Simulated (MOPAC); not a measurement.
MOPAC input (AM1):

```
AM1 1SCF CHARGE=1 GEO-OK AUX(PRECISION=9) THREADS=1
H2ClSi

Si   -0.96272697 1    0.01639356 1   -0.05969868 1
Cl    0.98761079 1   -0.01681728 1    0.06124173 1
H    -1.63462977 1    1.31893689 1   -0.08644145 1
H    -1.67657612 1   -1.26255284 1   -0.11888637 1
```

Output:

```
 *******************************************************************************
 **                                                                           **
 **                              MOPAC v23.2.5                                **
 **                                                                           **
 *******************************************************************************
 ** MOPAC's Digital Object Identifier: https://doi.org/10.5281/zenodo.6511958 **
 **                                                                           **
 ** Please cite the open-source release paper for use of this MOPAC version:  **
 ** J. E. Moussa and J. J. P. Stewart (2026)                                  **
 ** MOPAC: An open-source semiempirical molecular orbital program             **
 ** J. Open Source Softw., 11(119), 8025, https://doi.org/10.21105/joss.08025 **
 *******************************************************************************

                              AM1 CALCULATION RESULTS

 *******************************************************************************
 *  AM1        - The AM1 Hamiltonian to be used
 *  GEO-OK     - OVERRIDE INTERATOMIC DISTANCE AND OTHER SAFETY CHECKS
 *
 *
 *
 *                 CHARGE ON SYSTEM = +1
 *
 *
 *
 *  1SCF       - DO 1 SCF AND THEN STOP
 *  AUX        - OUTPUT AUXILIARY INFORMATION
 *******************************************************************************
AM1 1SCF CHARGE=1 GEO-OK AUX(PRECISION=9) THREADS=1
 H2ClSi

   ATOM   CHEMICAL          X               Y               Z
  NUMBER   SYMBOL      (ANGSTROMS)     (ANGSTROMS)     (ANGSTROMS)

     1      Si         -0.96272697  *   0.01639356  *  -0.05969868  *
     2      Cl          0.98761079  *  -0.01681728  *   0.06124173  *
     3       H         -1.63462977  *   1.31893689  *  -0.08644145  *
     4       H         -1.67657612  *  -1.26255284  *  -0.11888637  *

          CARTESIAN COORDINATES

    NO.       ATOM           X           Y           Z

     1        Si         -0.9627      0.0164     -0.0597
     2        Cl          0.9876     -0.0168      0.0612
     3         H         -1.6346      1.3189     -0.0864
     4         H         -1.6766     -1.2626     -0.1189

  H: (AM1): M.J.S. DEWAR ET AL, J. AM. CHEM. SOC. 107 3902-3909 (1985)
 Si: (AM1): M.J.S.DEWAR, C. JIE, ORGANOMETALLICS, 6, 1486-1490 (1987).
 Cl: (AM1): M.J.S. DEWAR AND E. G. ZOEBISCH, THEOCHEM, 180, 1 (1988).

           Empirical Formula: H2 Si Cl  =     4 atoms

      MOLECULAR POINT GROUP   :   C2v

      RHF CALCULATION, NO. OF DOUBLY OCCUPIED LEVELS = 6

 -------------------------------------------------------------------------------
 AM1 1SCF CHARGE=1 GEO-OK AUX(PRECISION=9) THREADS=1
 H2ClSi

     1SCF WAS SPECIFIED, SO BFGS WAS NOT USED
     SCF FIELD WAS ACHIEVED

                              AM1 CALCULATION
                                                       MOPAC v23.2.5 Linux

          FINAL HEAT OF FORMATION =        175.29289 KCAL/MOL =     733.42545 KJ/MOL

          COSMO AREA              =         94.81 SQUARE ANGSTROMS
          COSMO VOLUME            =         82.03 CUBIC ANGSTROMS

          IONIZATION POTENTIAL    =         17.895876 EV
          HOMO LUMO ENERGIES (EV) =        -17.896 -8.356
          NO. OF FILLED LEVELS    =          6
          MOLECULAR WEIGHT        =         65.5543         POINT GROUP:  C2v

          MOLECULAR DIMENSIONS (Angstroms)

            Atom       Atom       Distance
            H     4   Cl     2     2.94656
            H     3   Cl     2     2.32100
           Si     1    H     4     0.00000

          SCF CALCULATIONS        =          1

   ATOM   CHEMICAL          X               Y               Z
  NUMBER   SYMBOL      (ANGSTROMS)     (ANGSTROMS)     (ANGSTROMS)

     1      Si         -0.96272697  *   0.01639356  *  -0.05969868  *
     2      Cl          0.98761079  *  -0.01681728  *   0.06124173  *
     3       H         -1.63462977  *   1.31893689  *  -0.08644145  *
     4       H         -1.67657612  *  -1.26255284  *  -0.11888637  *

                             CARTESIAN COORDINATES

   1   Si       -0.962726970     0.016393560    -0.059698680
   2   Cl        0.987610790    -0.016817280     0.061241730
   3    H       -1.634629770     1.318936890    -0.086441450
   4    H       -1.676576120    -1.262552840    -0.118886370

           Empirical Formula: H2 Si Cl  =     4 atoms

      MOLECULAR POINT GROUP   :   C2v

                  EIGENVALUES
 -44.38503 -23.40481 -20.68433 -20.13585 -19.50408 -17.89588  -8.35584  -6.94893
  -5.28197  -4.64561

              NET ATOMIC CHARGES AND DIPOLE CONTRIBUTIONS

  ATOM NO.   TYPE          CHARGE      No. of ELECS.   s-Pop       p-Pop
    1         Si           1.246316        2.7537     0.96000     1.79368
    2         Cl          -0.052846        7.0528     1.97774     5.07510
    3          H          -0.096735        1.0967     1.09673
    4          H          -0.096735        1.0967     1.09673
 DIPOLE           X         Y         Z       TOTAL
 POINT-CHG.    -4.815     0.082    -0.299     4.825
 HYBRID         0.275    -0.005     0.017     0.276
 SUM           -4.540     0.077    -0.282     4.549

          ATOMIC ORBITAL ELECTRON POPULATIONS

     Atom    s        px        py        pz
    1 Si   0.96000   0.70233   0.86435   0.22701
    2 Cl   1.97774   1.33293   1.96891   1.77326
    3  H   1.09673
    4  H   1.09673

 **********************
 *                    *
 * JOB ENDED NORMALLY *
 *                    *
 **********************

 == MOPAC DONE ==
```

The dipole moment of an ion depends on the origin.
